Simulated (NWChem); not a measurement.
Program: NWChem. System: HIn, charge 0, spin multiplicity 1, at a geometry optimised with PBE0/def2-SVP with def2 effective core potentials on In. The structure started from a generated list of species. Level: CCSD(T)/def2-TZVP with def2 effective core potentials on In, 4 core orbitals frozen.

NWChem printed:

```
             Northwest Computational Chemistry Package (NWChem) 7.3.0
             --------------------------------------------------------

                                NWChem Input Module
                                -------------------

 Scaling coordinates for geometry "geometry" by  1.889725989
 (inverse scale =  0.529177249)

 Turning off AUTOSYM since
 SYMMETRY directive was detected!

                             Geometry "geometry" -> ""
                             -------------------------

 Output coordinates in angstroms (scale by  1.889725989 to convert to a.u.)

  No.       Tag          Charge          X              Y              Z
 ---- ---------------- ---------- -------------- -------------- --------------
    1 In                  49.0000     0.00000000     0.00000000     0.03726000
    2 H                    1.0000     0.00000000     0.00000000    -1.82572800

 Effective nuclear repulsion energy (a.u.)      13.9183318416

            Nuclear Dipole moment (a.u.)
            ----------------------------
        X                 Y               Z
 ---------------- ---------------- ----------------
     0.0000000000     0.0000000000     0.0000226767

      Symmetry information
      --------------------

 Group name             C2v
 Group number             16
 Group order               4
 No. of unique centers     2

      Symmetry unique atoms

     1    2


 Summary of "ao basis" -> "" (spherical)
 ------------------------------------------------------------------------------
       Tag                 Description            Shells   Functions and Types
 ---------------- ------------------------------  ------  ---------------------
 *                         def2-tzvp                  on all atoms

 Summary of "ao basis" -> "ao basis" (spherical)
 ------------------------------------------------------------------------------
       Tag                 Description            Shells   Functions and Types
 ---------------- ------------------------------  ------  ---------------------
 In                        def2-tzvp                16       50   6s5p3d2f
 H                         def2-tzvp                 4        6   3s1p

                                 NWChem SCF Module
                                 -----------------

  ao basis        = "ao basis"
  functions       =    56
  atoms           =     2
  closed shells   =    11
  open shells     =     0
  charge          =   0.00
[...]
     2   1 0 1     -0.000000      0.000000      0.000000
     2   0 2 0    -16.752544      0.000000      0.000000
     2   0 1 1     -0.000000      0.000000      0.000000
     2   0 0 2    -24.571805      0.000000     12.007479

                   NWChem Extensible Many-Electron Theory Module
                   ---------------------------------------------


            General Information
            -------------------
      Number of processors :     1
         Wavefunction type : Restricted Hartree-Fock
          No. of electrons :    22
           Alpha electrons :    11
            Beta electrons :    11
           No. of orbitals :   112
            Alpha orbitals :    56
             Beta orbitals :    56
        Alpha frozen cores :     4
         Beta frozen cores :     4
     Alpha frozen virtuals :     0
      Beta frozen virtuals :     0
         Spin multiplicity : singlet
    Number of AO functions :    56
       Number of AO shells :    20
        Use of symmetry is : on
      Symmetry adaption is : on
         Schwarz screening : 0.10D-09

          Correlation Information
          -----------------------
          Calculation type : Coupled-cluster singles & doubles w/ perturbation
   Perturbative correction : (T)
            Max iterations :      100
        Residual threshold : 0.10D-05
     T(0) DIIS level shift : 0.00D+00
     L(0) DIIS level shift : 0.00D+00
     T(1) DIIS level shift : 0.00D+00
     L(1) DIIS level shift : 0.00D+00
     T(R) DIIS level shift : 0.00D+00
     T(I) DIIS level shift : 0.00D+00
   CC-T/L Amplitude update :  5-th order DIIS
                I/O scheme : Global Array Library
        L-threshold :  0.10D-05
        EOM-threshold :  0.10D-05
 no EOMCCSD initial starts read in
 TCE RESTART OPTIONS
 SLICE:      F
 D4D5:       F
 quantumc:   F
 qrotation:  F
 pwtce:      F
 qducc:      F
 nacto:                         0
 nrotv:                         0
 nrot:                          0

            Memory Information
            ------------------
          Available GA space size is     249033664 doubles
          Available MA space size is     104841420 doubles

 Maximum block size supplied by input
 Maximum block size        24 doubles

 tile_dim =     19

 -------------------------------------------------

 Global array virtual files algorithm will be used

 Parallel file system coherency ......... OK

 4-electron integrals stored in orbital form

 v2    file size   =           562027
 4-index algorithm nr.  13 is used
 imaxsize =       30
 imaxsize ichop =        0


CCSD iterations
 ---------------------------------------------------------
 Iter          Residuum       Correlation     Cpu    Wall
 ---------------------------------------------------------
    1   0.0953788765403  -0.2699338734203     0.2     0.2
    2   0.0266754638561  -0.2678347717108     0.2     0.2
    3   0.0105778412712  -0.2720256680704     0.2     0.2
    4   0.0048840859787  -0.2729138436711     0.2     0.2
    5   0.0023666659259  -0.2733866038151     0.2     0.2
    6   0.0004141316832  -0.2737337774791     0.2     0.2
    7   0.0001614994208  -0.2737475936595     0.2     0.2
    8   0.0000762296825  -0.2737524253347     0.2     0.2
    9   0.0000410586460  -0.2737531359234     0.2     0.2
   10   0.0000221387846  -0.2737543811943     0.2     0.2
   11   0.0000027150366  -0.2737558752317     0.2     0.2
   12   0.0000010234270  -0.2737558440475     0.3     0.3
   13   0.0000004949382  -0.2737559148222     0.3     0.3
 -----------------------------------------------------------------
 Iterations converged
 CCSD correlation energy / hartree =        -0.273755914822222
 CCSD total energy / hartree       =      -190.050930908206453

 Singles contributions

 Doubles contributions
 CCSD(T)
 Using plain CCSD(T) code
             total no. of tasks          500
 total no. of tasks / no. procs          500
                         wl_min           64           2.0
                         wl_max       438976           8.7
        thresh for no. of tasks          500

 CCSD[T]  correction energy / hartree =        -0.007886664448158
 CCSD[T] correlation energy / hartree =        -0.281642579270381
 CCSD[T] total energy / hartree       =      -190.058817572654618
 CCSD(T)  correction energy / hartree =        -0.007040439941310
 CCSD(T) correlation energy / hartree =        -0.280796354763532
 CCSD(T) total energy / hartree       =      -190.057971348147760

 Task  times  cpu:        5.8s     wall:        5.8s

 Total times  cpu:        5.9s     wall:        5.9s
```

Q: Write an NWChem input that would produce this output.

A: This is not unique; one that fits is 
```
start mol
memory heap 100 mb stack 700 mb global 1900 mb
geometry units angstroms nocenter noautoz
  In     0.000000     0.000000     0.037260
  H      0.000000     0.000000    -1.825728
  symmetry group C2v
end
basis spherical
  * library def2-tzvp
end
ecp
  In library def2-ecp
end
scf
  rhf
  nopen 0
  maxiter 100
  thresh 1e-7
  semidirect memsize 60000000 filesize 0
end
tce
  freeze core 4
  ccsd(t)
  2eorb
  2emet 13
  thresh 1e-6
  maxiter 100
  tilesize 24
end
task tce energy
```
